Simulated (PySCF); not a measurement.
Coordinates in bohr (charge 0 multiplicity 4):
```
Ru    0.0001   -0.5024   -0.6191
O    -0.0003    1.1741   -3.2849
Cl   -0.0003    0.9272    3.3068
```

Method: PySCF, UPBE0, basis Ru def2-TZVP with ECP28, O def2-TZVP, Cl def2-TZVP (scalar-relativistic core potentials, no spin–orbit coupling, density fitting).

This geometry of RuOCl is a stationary point at this level.

(1) What is the point group?

(2) Is it a minimum?

(3) Give the atomic charges and bond orders.

(4) What is the atomisation energy, with and without zero-point energy?

Answers

(1) Cs.

(2) Yes: all harmonic wavenumbers are real.

(3) 
```json
{"atom": "Ru1", "Mulliken": "0.92", "Löwdin": "0.27", "polar tensor": "1.21", "spin (Mulliken)": "2.47", "Mayer order to Ru1": "–"}
{"atom": "O2", "Mulliken": "-0.52", "Löwdin": "-0.26", "polar tensor": "-0.67", "spin (Mulliken)": "0.48", "Mayer order to Ru1": "1.90"}
{"atom": "Cl3", "Mulliken": "-0.39", "Löwdin": "-0.01", "polar tensor": "-0.54", "spin (Mulliken)": "0.05", "Mayer order to Ru1": "1.00"}
```

(4) 799 kJ/mol without, 790 kJ/mol with.

This need not be the most stable arrangement of these atoms. Open d and f shells are described by one determinant, and the ground state may have another occupation or spin. At this level a quartet minimum of Cs symmetry lies 5 kJ/mol below this structure.
